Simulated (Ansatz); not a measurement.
Program: Ansatz. Geometries: PBE0-D4/def2-TZVP. ΔE: electronic, gas phase. CBS: MP2 limit from def2 TZ/QZ plus the TZ coupled-cluster correction, frozen cores. Functionals use def2-TZVPP. B3LYP here is the variant with VWN-RPA as its local correlation; programs differ in this. Elements past krypton have def2 core potentials. For Se, Sn outer-core shells are correlated without core-valence functions, which leaves a few kJ/mol of doubt a bond. Scalar relativity is left out up to krypton. One conformer a species, not always the lowest.

`ClBB[SeH]` + `[Cl][SnH3]` → `BBCl` + `[Cl][SnH2][SeH]`  (redistribution)

(1) Is it downhill or uphill in electronic energy at CCSD(T)/CBS, and by how much? (Estimate.)

(2) What do these levels give: revPBE-D4, r2SCAN-D4, CAM-B3LYP-D4, PBE-QIDH, B3LYP, r2SCANh? (Best estimate.)

Largest T1 diagnostic among the species: 0.014.

## Answers

(1) The calculation gave: Uphill: ΔE = +0.11 eV.

(2) Computed: revPBE-D4 0.22, r2SCAN-D4 0.18, CAM-B3LYP-D4 0.14, PBE-QIDH 0.18, B3LYP 0.11, r2SCANh 0.17 eV.

At CCSD(T), def2-SVP lies +0.16 eV from the extrapolated value and def2-TZVPP +0.12 eV. Leaving LDA and LC-ωPBE aside and taking each functional with its dispersion term where it has one, the values, not all of them listed here, spread over 0.20 eV, from BHLYP-D4 to B97M-V. LDA lies +0.12 eV from PBE without D4. From BLYP to BHLYP (50 % exact exchange), in def2-TZVPP and without D4, ΔE moves by −0.05 eV.
